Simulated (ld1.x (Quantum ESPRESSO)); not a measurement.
# Ga, TM: configuration errors across variants

* Element: gallium (Ga)
* Generator: ld1.x (Quantum ESPRESSO) 7.5
* Type: norm-conserving Troullier–Martins (Kleinman–Bylander form)
* Functional: PBE
* Relativity: scalar-relativistic
* Frozen core: [Ar] 3d10
* Valence charge: 3
* Reference configuration: 4s2 4p0.5 (charge +0.5)
* Partial waves: 4s (bound): rc 1.30 bohr; 4p (bound): rc 1.70 bohr; 4d channel at 0.35 Ry: rc 1.70 bohr
* Local potential: all-electron potential smoothed inside 1.25 bohr (lloc = -1)
* Core correction: Bessel-smoothed model core inside 0.95 bohr

All-electron excitation energies from the reference (eV): (1) 4s2 4p1 -2.030; (2) 4s2 4p0 3.658; (3) 4s1 4p0 24.786; (4) 4s1 4p2 4.507; (5) 4s0 4p3 11.341; (6) 4s2 4p1.3 -2.564; (7) 4s1 4p1 11.030.

2 further variants failed, have other tests or too few solved ones, and are left out.

A true bound ghost makes a file unfit for plane-wave use even where its test errors are small: the radial tests pick states by their node count and pass the ghost by.

Errors AE − PS in meV (a dash: test not solved or not reliable):

| change | (1) | (2) | (3) | (4) | (5) | (6) | (7) | bound ghosts |
| --- | --- | --- | --- | --- | --- | --- | --- | --- |
| base | -1.9 | -6.5 | -188 | -18 | -68 | -3.2 | -46 | d, s |
| wave 4d channel at 0.35 Ry: rc 1.70 bohr becomes 4d channel at 0.35 Ry: rc 1.90 bohr | -1.9 | -6.5 | -188 | -18 | -68 | -3.2 | -46 | d, s |
| wave 4p (bound): rc 1.70 bohr becomes 4p (bound): rc 2.60 bohr | -1.9 | -6.8 | -191 | -15 | -57 | -3.2 | -44 | d, s |
| wave 4d channel at 0.35 Ry: rc 1.70 bohr becomes 4d channel at 0.09 Ry: rc 1.70 bohr | -1.9 | -6.5 | -188 | -18 | -68 | -3.2 | -46 | d, s |
| local potential the d channel | -1.3 | -4.4 | -146 | -15 | -74 | -2.3 | -39 | s, p |
| local potential all-electron potential smoothed inside 0.72 bohr (lloc = -1) | -1.3 | -4.6 | -152 | -15 | -74 | -2.4 | -39 | d, s, p |
| core correction none | +2.5 | +3.1 | +44 | +36 | +157 | +5.3 | +14 | d, s |

(1) Give the same row for: all radii but the core radius scaled by about 1.14 (s 1.48, p 1.94, d 1.94 bohr); local potential all-electron potential smoothed inside 1.42 bohr (lloc = -1).

## Answers

(1) -0.8, -3.5, -117, -12, -63, -1.5, -30; bound ghosts: d, s.
